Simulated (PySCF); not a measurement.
Dipole moment and polarisability of trifluorosilane

Species: trifluorosilane, F3HSi.
SMILES with atom numbers: `[F:1][SiH:2]([F:3])[F:4]` (hydrogens: H5 on Si2)

Geometry (GFN2-xTB, Å), atoms numbered from 1 in this order:
```xyz
5
F3HSi angstrom
F     -0.4451    1.3477   -0.6200
Si    -0.0100    0.0020    0.0850
F     -0.8203   -1.1372   -0.6516
F      1.4984   -0.2233   -0.3285
H     -0.2144    0.0137    1.4980
```

Level: CAM-B3LYP/def2-SVPD (PySCF), static field, nuclei fixed, core orbitals frozen in the response. The polarisability tensor in these axes (au):

```
x   23.56 -0.01 -0.10
y   -0.01 23.54  0.00
z   -0.10  0.00 24.20
```

Task: What are the eigenvalues, a third of the trace, and Δα (Δα² = ½Σ(αi − αj)² over the three pairs)?

Result: Principal values 23.54, 23.55 and 24.21 au; mean 23.77 au = 3.52 Å³ = 3.92 × 10⁻⁴⁰ C²·m²/J; Δα = 0.67 au (3 % of the mean).

Task: What is the dipole moment, and where does it point?

Result: (-0.28, 0.02, 2.01) D, 2.03 D in size, pointing from the negative to the positive side. Measured along this direction, the outermost atoms are F3, F1 and F4 at the negative end and H5 at the positive end.

Task: Give the eigenvalues of the traceless quadrupole moment Θ = ½Σq(3rr − r²1), origin at the centre of nuclear charge.

Result: -2.04, -2.02, 4.05 D·Å. The values depend on the origin, since the dipole doesn't vanish. The electronic extent ⟨r²⟩ about the same centre is 292 bohr², a root-mean-square distance of 1.39 Å for the 42 electrons.

Task: Rayleigh depolarisation ratio (linearly polarised light, static tensor)?

Result: ρ = 3Δα²/(45ᾱ² + 4Δα²) = 1.3/(25420 + 1.8) = 5.23e-05.

Task: Find the Langevin capture rate constant for O2+ (31.990 u) meeting this molecule (85.980 u), k = 2.342 × 10⁻⁹ cm³/s × √(α in Å³ / reduced mass in u).

Result: The reduced mass is 23.32 u, so k = 0.91 × 10⁻⁹ cm³/s. The formula leaves out the permanent dipole, which adds to the capture rate.

Geometry: GFN2-xTB; no solvent, vibrations or thermal averaging.
